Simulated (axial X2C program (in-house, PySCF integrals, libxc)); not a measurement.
# Low determinants of CuSe⁻ at the PBE0 level, without spin–orbit coupling

All values were computed with an axial X2C code built on PySCF integrals. Spin-free means the one-electron spin-free X2C Hamiltonian. Basis: Se dyall-av2z [8s9p6d], Cu dyall-av2z [8s9p6d2f] (cores contracted in-house); Gaussian nuclei, density fitting, unrestricted open shells. Masses: Se 79.917 u, Cu 62.930 u.

Search at 2.220 Å (vertical energies from the lowest determinant):

```
ΔE (eV)           state  electrons beyond evenly filled partner blocks  electrons in σ, π, δ, φ
   0.00  M_S = 0, Λ = 0                                   closed shell                28 28 8 0
   0.76  M_S = 1, Λ = 1                              σα, π+α, π+β, π-α                29 27 8 0
   0.84  M_S = 0, Λ = 1                              σβ, π+α, π+β, π-α                29 27 8 0
   1.59  M_S = 1, Λ = 0                                         2 × σα                28 28 8 0
   2.31  M_S = 1, Λ = 2                              2 × π+α, π+β, π-α                28 28 8 0
   2.31  M_S = 1, Λ = 0                              π+α, π+β, 2 × π-α                28 28 8 0
   2.32  M_S = 0, Λ = 2                              π+α, 2 × π+β, π-α                28 28 8 0
```

Lowest determinant, M_S = 0, Λ = 0 (closed shell): Re = 2.167 Å, ωe = 317.6 cm⁻¹.

The determinant in row 2 of the search, M_S = 1, Λ = 1 (beyond evenly filled blocks: σα, π+α, π+β, π-α), was followed along the bond at PBE0; measured from the minimum of the lowest determinant it gives:

Te = 0.777 eV (6271 cm⁻¹), Re = 2.242 Å, ωe = 256.4 cm⁻¹.

Q: Compare the bond of the determinant in row 2 with that of the lowest one.

A: At PBE0 its Re is 0.075 Å longer and its force constant, which goes as ωe², is 0.65 times that of the lowest determinant. T0 ≈ Te + Δωe/2 = 6271 + (-31) = 6240 cm⁻¹.

The search compares states at one distance, so a state with another bond length can lie lower; it is not exhaustive and yields mostly the lowest determinant of each block pattern, so other components and higher states of one pattern are missing. These are energies of single determinants, not of spin-adapted states; PBE0 term energies can be off by some tenths of an eV, and the functional has no current term. For an anion, determinants above electron detachment are held by the basis set. Row 2 has a positive highest level at its minimum.
